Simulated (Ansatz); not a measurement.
Nudged elastic band run: Cl₂H₂Sn

Input file:

```yaml
crystal:
  periodic: [false, false, false]
  atoms:
    - { symbol: Sn, position_ang: [0.362538, 0.041091, 0.076025] }
    - { symbol: Cl, position_ang: [0.704513, -0.023447, 2.41643] }
    - { symbol: H, position_ang: [1.90468, -0.075942, -0.678259] }
    - { symbol: H, position_ang: [-0.626284, 1.406732, -0.267074] }
    - { symbol: Cl, position_ang: [-0.868447, -1.895233, -0.501821] }
basis:
  gaussian: { orbitals: def2-SVP }
hamiltonian:
  xc: pbe
neb:
  order_check: false
  images: 5
  f_tol: 0.05
  max_iterations: 60
  final_atoms:
    - { symbol: Sn, position_ang: [0.50101015, 0.83538477, -0.85871127] }
    - { symbol: Cl, position_ang: [1.40476463, -0.07896805, 1.66934068] }
    - { symbol: H, position_ang: [0.74151827, -1.05904445, 0.94784305] }
    - { symbol: H, position_ang: [-1.02195636, 1.37393921, -0.05123146] }
    - { symbol: Cl, position_ang: [-0.14833669, -1.61811048, -0.66194001] }
  initial_path:
    images:
      - { positions_ang: [[0.362538, 0.041091, 0.076025], [0.704513, -0.023447, 2.41643], [1.90468, -0.075942, -0.678259], [-0.626284, 1.406732, -0.267074], [-0.868447, -1.895233, -0.501821]] }
      - { positions_ang: [[0.24185801, 0.02729302, 0.05039683], [0.97355996, -0.01425652, 2.31999119], [1.90855978, -0.05103394, -0.35054349], [-0.68972337, 1.41070567, -0.37327971], [-0.95725438, -1.91950722, -0.60126383]] }
      - { positions_ang: [[0.12117802, 0.01349503, 0.02476866], [1.24260692, -0.00506604, 2.22355239], [1.91243956, -0.02612588, -0.02282798], [-0.75316274, 1.41467933, -0.47948542], [-1.04606175, -1.94378145, -0.70070665]] }
      - { positions_ang: [[0.00049803, -0.00030295, -0.0008595], [1.51165387, 0.00412444, 2.12711358], [1.91631933, -0.00121782, 0.30488753], [-0.81660211, 1.418653, -0.58569113], [-1.13486913, -1.96805567, -0.80014948]] }
      - { positions_ang: [[0.1673354, 0.27825962, -0.28681009], [1.47602413, -0.02357306, 1.97452261], [1.52471898, -0.3538267, 0.51920604], [-0.88505352, 1.4037484, -0.40753791], [-0.80602498, -1.85140728, -0.75407965]] }
      - { positions_ang: [[0.33417277, 0.5568222, -0.57276068], [1.44039438, -0.05127055, 1.82193164], [1.13311862, -0.70643557, 0.73352455], [-0.95350494, 1.3888438, -0.22938468], [-0.47718084, -1.73475888, -0.70800983]] }
      - { positions_ang: [[0.50101015, 0.83538477, -0.85871127], [1.40476463, -0.07896805, 1.66934068], [0.74151827, -1.05904445, 0.94784305], [-1.02195636, 1.37393921, -0.05123146], [-0.14833669, -1.61811048, -0.66194001]] }
```

Run as:

```bash
$ ansatz run input.yaml --threads 1 --pin off --max-ram 2048MiB --backend cpu --events-out ev --progress --plain --runs-dir out
```

Output, in part (warnings, iteration lines, the closing report on the highest movable image, with atoms numbered from 0):

```
NEB end point (image 0): max|allowed force component| = 2.062e-2 eV/Å (the criterion of neb.relax_end_points is 1.000e-2)
NEB end point (image 6): max|allowed force component| = 1.422e-2 eV/Å (the criterion of neb.relax_end_points is 1.000e-2)
NEB iter   1: max|band force component| = 3.016e0 eV/Å  barrier→ = 2.4492 eV  barrier← = 1.9470 eV  Δτ_max = 0.1959 Å  (182 SCF iters)
NEB iter   2: max|band force component| = 1.424e0 eV/Å  barrier→ = 1.7058 eV  barrier← = 1.2036 eV  Δτ_max = 0.2000 Å  (148 SCF iters)
NEB iter   3: max|band force component| = 1.510e0 eV/Å  barrier→ = 1.7177 eV  barrier← = 1.2154 eV  Δτ_max = 0.0990 Å  (137 SCF iters)
NEB iter   4: max|band force component| = 1.066e0 eV/Å  barrier→ = 1.6764 eV  barrier← = 1.1742 eV  Δτ_max = 0.1003 Å  (133 SCF iters)
NEB iter   5: max|band force component| = 1.273e0 eV/Å  barrier→ = 1.5494 eV  barrier← = 1.0471 eV  Δτ_max = 0.0501 Å  (131 SCF iters)
NEB iter   6: max|band force component| = 8.412e-1 eV/Å  barrier→ = 1.4604 eV  barrier← = 0.9581 eV  Δτ_max = 0.0994 Å  (129 SCF iters)
NEB iter   7: max|band force component| = 1.012e0 eV/Å  barrier→ = 1.3400 eV  barrier← = 0.8378 eV  Δτ_max = 0.1914 Å  (135 SCF iters)
NEB iter   8: max|band force component| = 4.256e0 eV/Å  barrier→ = 1.5052 eV  barrier← = 1.0029 eV  Δτ_max = 0.1002 Å  (138 SCF iters)
NEB iter   9: max|band force component| = 9.032e-1 eV/Å  barrier→ = 1.5118 eV  barrier← = 1.0096 eV  Δτ_max = 0.1951 Å  (129 SCF iters)
NEB iter  10: max|band force component| = 2.964e-1 eV/Å  barrier→ = 1.4985 eV  barrier← = 0.9962 eV  CI = image 2  Δτ_max = 0.1952 Å  (135 SCF iters)
NEB iter  11: max|band force component| = 5.984e-1 eV/Å  barrier→ = 1.5121 eV  barrier← = 1.0099 eV  CI = image 2  Δτ_max = 0.0660 Å  (131 SCF iters)
NEB iter  12: max|band force component| = 1.719e-1 eV/Å  barrier→ = 1.5118 eV  barrier← = 1.0096 eV  CI = image 2  Δτ_max = 0.0899 Å  (121 SCF iters)
NEB iter  13: max|band force component| = 4.014e-1 eV/Å  barrier→ = 1.5117 eV  barrier← = 1.0094 eV  CI = image 2  Δτ_max = 0.0447 Å  (123 SCF iters)
NEB iter  14: max|band force component| = 5.662e-2 eV/Å  barrier→ = 1.5117 eV  barrier← = 1.0094 eV  CI = image 2  Δτ_max = 0.0551 Å  (107 SCF iters)
NEB iter  15: max|band force component| = 3.283e-2 eV/Å  barrier→ = 1.5117 eV  barrier← = 1.0094 eV  CI = image 2  Δτ_max = 0.0000 Å  (233 SCF iters)
Total energy: -30891.23767211 eV, -1135.2320456172 hartree
Atom 0 at     0.279053     0.071809    -0.413019 Å, force     0.000614    -0.000524     0.000044 eV/Å
Atom 1 at     1.265194    -0.008146     2.043608 Å, force    -0.000049    -0.000075    -0.000133 eV/Å
Atom 2 at     1.901414    -0.091878     0.338090 Å, force     0.000022     0.000041     0.000029 eV/Å
Atom 3 at    -0.894382     1.359550    -0.294059 Å, force    -0.000554     0.000632     0.000015 eV/Å
Atom 4 at    -1.074279    -1.878135    -0.629318 Å, force    -0.000034    -0.000074     0.000044 eV/Å
Dipole moment:     0.144400     0.375441    -0.415271 e Å
```

It converged. A vibrational analysis at the climbing image gives one clearly imaginary mode, 841i cm⁻¹: a first-order saddle point. The orbitals stay closed-shell, which can raise the energy where a bond breaks towards radicals; this wasn't checked here.

Final band (atoms are numbered from 1 in the order of the input):

```json
{"image": "0", "path coordinate (Å)": "0.00", "energy (eV)": "0.00", "Sn1–H3 (Å)": "1.72", "Cl2–H3 (Å)": "3.32"}
{"image": "1", "path coordinate (Å)": "0.70", "energy (eV)": "0.52", "Sn1–H3 (Å)": "1.70", "Cl2–H3 (Å)": "2.58"}
{"image": "2", "path coordinate (Å)": "1.41", "energy (eV)": "1.51", "Sn1–H3 (Å)": "1.80", "Cl2–H3 (Å)": "1.82"}
{"image": "3", "path coordinate (Å)": "2.27", "energy (eV)": "0.83", "Sn1–H3 (Å)": "2.73", "Cl2–H3 (Å)": "1.31"}
{"image": "4", "path coordinate (Å)": "3.13", "energy (eV)": "0.74", "Sn1–H3 (Å)": "3.36", "Cl2–H3 (Å)": "1.30"}
{"image": "5", "path coordinate (Å)": "3.98", "energy (eV)": "0.66", "Sn1–H3 (Å)": "3.14", "Cl2–H3 (Å)": "1.30"}
{"image": "6", "path coordinate (Å)": "4.84", "energy (eV)": "0.50", "Sn1–H3 (Å)": "2.63", "Cl2–H3 (Å)": "1.39"}
```

The run took 2 min on 1 thread of Arm Neoverse V2, on a shared host, peak memory 0.12 GiB.
